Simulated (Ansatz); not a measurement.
methyl ethyl ether (C₃H₈O), singlet, at a GFN2-xTB geometry. Base run: Ansatz (a program for electronic structure) with CAM-B3LYP/6-31G*.

Geometry (Å):
```xyz
12

O      0.0222    -0.7064    -0.0089
C     -0.0019     0.7038     0.0091
C      1.3194    -1.2358    -0.0043
C     -1.4492     1.1675     0.0022
H      0.5154     1.0750     0.9090
H      0.5311     1.0980    -0.8717
H      1.2156    -2.3187    -0.0192
H      1.8872    -0.9109    -0.8862
H      1.8714    -0.9339     0.8957
H     -1.9499     0.7991    -0.8886
H     -1.9654     0.7763     0.8743
H     -1.4924     2.2530     0.0159
```
All else is at Ansatz's defaults.
Base energy -194.23955 Eh.

Each row names what was changed in the base input (with any setting that the change needs).

```
change                                                            ΔE vs base (mEh)
----------------------------------------------------------------  ----------------
base                                                                         0.000
lower_state_search = full                                                    0.000
lower_state_search = off                                                     0.000
lower_state_search = light                                                   0.000
final_grid = 4, 8, 17                                                   (withheld)
final_grid = 10, 20, 41                                                      0.000
accuracy = high                                                              0.002
fitting.mean_field = cc-pVTZ-JKFIT                                      (withheld)
point_charge = charge:-1.0 position_ang:-4.7928, 2.6971, -1.721             -1.757
final_grid = 6, 12, 29                                                      -0.003
point_charge = charge:1.0 position_ang:-4.5777, -1.4293, -3.0009            -4.893
```

Q: What belongs in the gaps?

A: 
- final_grid = 4, 8, 17, ΔE vs base (mEh): 0.104
- fitting.mean_field = cc-pVTZ-JKFIT, ΔE vs base (mEh): -0.058
